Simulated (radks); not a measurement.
Task: Successive ionisation energies (eV) of one element, from differences of total energies of ions in their ground configurations, starting at charge 22: 1085.2, 1154.8, 1226.0, 1307.1, 1381.8, 1458.0, 1535.6, 1750.9, 1821.0, 1891.7, 1962.9, 2079.4, 2153.1, 2306.0, 2375.5, 5560.4, 5760.8, 5963.2, 6167.4, 6576.7, 6791.8, 7101.0. All-electron calculation, Dirac Kohn-Sham, PBE, spin-unpolarised, spherical densities, finite nucleus; open shells fill j = l - 1/2 first; Fermi nuclear charge, rms radius 4.5454 fm. Program: a radial shooting solver on a logarithmic mesh with Libxc functionals. Which element is it?

Result: Silver (Z = 47). The first species listed is Ag22+ in [Ar] 3d7, the last Ag43+ in [He] 2s2.
